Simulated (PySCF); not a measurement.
Input of a run (PBE0-D3(BJ)/def2-SVP geometry optimisation, gas phase (PySCF 2.14.0)), started from GFN2-xTB:
```
{"job": {"xc": "PBE0", "basis": "def2-SVP", "d3": "d3bj", "grid": 1, "shake": 0.01, "kind": "geom"}, "charge": 0, "multiplicity": 1}
O      1.466980    -1.384640    -1.297590
Si     1.030600     0.013970    -0.536900
C     -0.755010     0.478460    -1.092150
Si    -1.345940     0.283820     0.695430
F     -1.777620     1.719190     1.312190
C      0.369810    -0.220640     1.248750
H      2.222770    -1.864430    -1.042450
H      2.108120     1.027380    -0.671180
H     -0.845350     1.488080    -1.467870
H     -1.168330    -0.204080    -1.799020
H     -2.539790    -0.553370     1.008520
H      0.813790     0.428840     2.008710
H      0.425800    -1.229470     1.623260
```

Output (energies in Eh, forces in Eh/bohr):
```
step   0  E = -833.70562932  max force = 0.028555
step   1  E = -833.70945220  max force = 0.008859
step   2  E = -833.71104393  max force = 0.003127
step   3  E = -833.71129842  max force = 0.001587
step   4  E = -833.71132436  max force = 0.000906
step   5  E = -833.71133361  max force = 0.000367
optimisation converged
```

Task: Summarise the run.

Result: The energy falls by 3.6 kcal/mol over 6 energy and gradient evaluations, the largest force component goes from 0.0286 to 3.7e-04 Eh/bohr, and the atoms move by 0.070 Å rms after alignment. Among the bonds, Si2–C3 and C3–H10 change most and about equally (-0.037 to +0.036 Å). Bonds longer at the end by more than 0.005 Å: 9 of 13; shorter: 3. Among the angles that change most is F5–Si4–H11, from 101.8° to 106.8°. Among the dihedrals that turn most is H7–O1–Si2–C3, from -168° to 177°. The energy never rose by more than 1e-6 Eh on the way. The first step brought 67 % of the lowering.

Task: What are the final bond lengths?

Result: O1–Si2 1.668 Å, Si2–C3 1.890 Å, C3–Si4 1.886 Å, Si4–F5 1.632 Å, Si4–C6 1.886 Å, Si2–C6 1.904 Å, O1–H7 0.962 Å, Si2–H8 1.497 Å, C3–H9 1.101 Å, C3–H10 1.102 Å, Si4–H11 1.491 Å, C6–H12 1.102 Å, C6–H13 1.102 Å. Numbering counts from 1 in the input's order; the species is `[Si@H]1(F)C[Si@@H](C1)O`.

The run used 127 basis functions and 41 SCF cycles in all. The run took 37 s on an Arm Neoverse V2 with one thread, no GPU, shared host with 192 logical CPUs at a one-minute load of 84, and the process peaked at 0.51 GiB of memory.

No PBE0-D3(BJ)/def2-SVP frequencies stand behind this structure, so it isn't proved a minimum. The numbers are those of one conformer.
